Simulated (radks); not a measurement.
Values are calculated unless marked as measured or tabulated.
Tb+, configuration [Kr] 4d10 4f9 5s1.75 5p6 6s1 7s0.25 (fractional occupations, a model configuration).

Code: a radial shooting solver on a logarithmic mesh with Libxc functionals. Model: Dirac Kohn-Sham, BLYP, spin-unpolarised, spherical densities, finite nucleus; open shells are shared between the two j in proportion to 2j + 1; Fermi nuclear charge, rms radius 5.06 fm.

Energy parts (eV):
part                      energy
total                 -318865.19
kinetic                348685.10
electron-nucleus      -784351.08
Hartree                123816.30
exchange-correlation    -7015.51

Orbitals (lengths in bohr, moments of r in powers of bohr; r(90%) holds 90 % of the orbital's charge):
orbital	occ.	eigenvalue (eV)	<r^4>	r(90%)	<r^2>
1s1/2	2	-51810.33	1.063e-06	0.0389	0.0006316
2s1/2	2	-8591.522	0.0001675	0.142	0.009829
2p1/2	2	-8166.137	0.0001033	0.125	0.007123
2p3/2	4	-7419.278	0.0001370	0.134	0.008353
3s1/2	2	-1911.823	0.006469	0.351	0.06539
3p1/2	2	-1726.645	0.005860	0.344	0.06080
3p3/2	4	-1572.485	0.007234	0.362	0.06781
3d3/2	4	-1253.066	0.005195	0.334	0.05394
3d5/2	6	-1219.425	0.005545	0.339	0.05589
4s1/2	2	-385.2664	0.1598	0.778	0.3312
4p1/2	2	-312.7095	0.1815	0.805	0.3480
4p3/2	4	-278.3675	0.2245	0.849	0.3869
4d3/2	4	-158.8302	0.3216	0.930	0.4434
4d5/2	6	-152.6300	0.3447	0.946	0.4589
4f5/2	3.85714	-11.9429	3.697	1.54	1.059
4f7/2	5.14286	-11.1519	4.176	1.58	1.110
5s1/2	1.75	-55.8746	5.805	1.91	1.971
5p1/2	2	-36.2779	10.02	2.19	2.529
5p3/2	4	-31.8188	13.13	2.35	2.888
6s1/2	1	-9.7417	331.5	5.27	14.86
7s1/2	0.25	-3.3857	8308	11.8	77.05

The highest occupied level is 7s1/2 at -3.386 eV. The density falls to 0.001 e/bohr^3 at r = 4.39 bohr. The electron density at the nucleus is 6.869e+05 e/bohr^3. Summed over all electrons, <r^2> = 72.55 bohr^2, which gives a Langevin (diamagnetic) susceptibility term of -57.5 x 10^-6 cm^3/mol.
